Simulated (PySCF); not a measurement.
Compound: C₂H₆B₂O₄.
Bonds: O1–B2, B2–O3, B2–B4, B4–O5, O5–C6, C6–C7, C7–O8, B4–O8. Hydrogens: H9 on O1; H10 on O3; H11, H12 on C6; H13, H14 on C7.

Computed by this run: PBE0-D3(BJ)/def2-SVP geometry optimisation, gas phase (PySCF); density fitting, grid level 1; the optimiser is geomeTRIC in internal coordinates, started from a GFN2-xTB structure with every atom displaced at random (about 0.01 Å).

Step 3: E = -11695.9984 eV
```
atom  x, y, z in Å  |  force x, y, z in eV/Å
O1      2.7134    0.8979    0.5976    0.029  -0.083   0.043
B2      2.0092   -0.2770    0.5805    0.060   0.147   0.057
O3      2.6864   -1.4374    0.7648   -0.001   0.018  -0.037
B4      0.3128   -0.2016    0.3549   -0.110   0.038  -0.053
O5     -0.3200    1.0134    0.4879   -0.013  -0.030  -0.034
C6     -1.7069    0.8384    0.2325    0.025  -0.025   0.029
C7     -1.8560   -0.6557   -0.1184    0.021   0.005   0.014
O8     -0.5509   -1.1957    0.0029    0.051  -0.045   0.025
H9      2.1301    1.6600    0.5137   -0.026  -0.051  -0.016
H10     3.6296   -1.2763    0.8949   -0.014   0.013  -0.007
H11    -2.2804    1.1225    1.1291   -0.005  -0.005   0.009
H12    -2.0192    1.5010   -0.5896    0.021   0.013  -0.019
H13    -2.2198   -0.8181   -1.1448   -0.018   0.011  -0.029
H14    -2.5351   -1.1868    0.5663   -0.019  -0.006   0.019
```

Step 4: E = -11696.0008 eV
```
atom  x, y, z in Å  |  force x, y, z in eV/Å
O1      2.7164    0.8985    0.6205    0.058  -0.053   0.046
B2      2.0089   -0.2719    0.5843   -0.007   0.070   0.000
O3      2.6814   -1.4379    0.7470    0.003   0.006  -0.014
B4      0.3123   -0.1965    0.3498   -0.023   0.018  -0.015
O5     -0.3208    1.0180    0.4761    0.000  -0.036  -0.023
C6     -1.7068    0.8378    0.2260   -0.013   0.018   0.009
C7     -1.8551   -0.6589   -0.1131    0.006  -0.006   0.000
O8     -0.5480   -1.1966    0.0077    0.005  -0.011   0.018
H9      2.1343    1.6601    0.5338   -0.038   0.001  -0.007
H10     3.6245   -1.2797    0.8791    0.013   0.004  -0.001
H11    -2.2791    1.1290    1.1214   -0.003  -0.009   0.001
H12    -2.0195    1.4949   -0.6010    0.004  -0.003  -0.010
H13    -2.2231   -0.8274   -1.1378   -0.006   0.003  -0.004
H14    -2.5322   -1.1848    0.5786    0.001  -0.002   0.000
```

Step 5: E = -11696.0039 eV
```
atom  x, y, z in Å  |  force x, y, z in eV/Å
O1      2.7278    0.8962    0.7031    0.055   0.031   0.029
B2      2.0102   -0.2590    0.5866   -0.098  -0.077  -0.052
O3      2.6709   -1.4396    0.6790    0.020  -0.002   0.003
B4      0.3133   -0.1782    0.3344    0.081  -0.021   0.029
O5     -0.3250    1.0340    0.4310    0.018   0.013   0.006
C6     -1.7108    0.8392    0.1977   -0.043   0.062  -0.019
C7     -1.8545   -0.6675   -0.0921    0.017  -0.037  -0.017
O8     -0.5411   -1.1953    0.0293   -0.079   0.030   0.000
H9      2.1538    1.6647    0.6283   -0.029   0.048   0.012
H10     3.6149   -1.2948    0.8189    0.024  -0.010   0.011
H11    -2.2794    1.1575    1.0868    0.008  -0.010  -0.010
H12    -2.0307    1.4688   -0.6487   -0.003  -0.018   0.007
H13    -2.2356   -0.8671   -1.1072    0.011  -0.009   0.021
H14    -2.5206   -1.1742    0.6252    0.019   0.000  -0.021
```

**Question.** Estimate the geometry and energy of step 6. (The exact step hangs on the optimiser's Hessian estimate; all steps are aligned on step 5, rigid shifts and turns removed.)

**Answer.** E = -11696.0052 eV, largest force 0.137 eV/Å
```
atom  x, y, z in Å  |  force x, y, z in eV/Å
O1      2.7250    0.8939    0.7530    0.016   0.046   0.005
B2      2.0094   -0.2559    0.5839   -0.071  -0.111  -0.036
O3      2.6726   -1.4383    0.6307    0.027   0.005   0.000
B4      0.3133   -0.1747    0.3282    0.103  -0.027   0.029
O5     -0.3225    1.0398    0.4045    0.005   0.012   0.004
C6     -1.7090    0.8422    0.1778   -0.046   0.043  -0.018
C7     -1.8557   -0.6712   -0.0777    0.015  -0.025  -0.013
O8     -0.5424   -1.1979    0.0470   -0.063   0.057   0.003
H9      2.1508    1.6648    0.6986   -0.012   0.030   0.017
H10     3.6162   -1.2970    0.7783    0.011  -0.010   0.011
H11    -2.2750    1.1814    1.0606    0.001  -0.007  -0.008
H12    -2.0295    1.4528   -0.6821   -0.002  -0.014   0.006
H13    -2.2433   -0.8937   -1.0853    0.005  -0.002   0.014
H14    -2.5168   -1.1617    0.6549    0.010   0.004  -0.014
```

The energy changes by -0.0013 eV. The first-order estimate −F·Δx gives -0.0019 eV and the mean of the old and new forces, exact on a quadratic surface, -0.0014 eV. The step makes an angle of 86° with the force vector and moves no atom by more than 0.070 Å.

The cost below is that of the whole optimisation. The run took 96 s on one thread, Arm Neoverse V1 (aarch64), no GPU, shared host with 32 logical CPUs at a one-minute load of 9.8, and the process peaked at 0.54 GiB of memory.
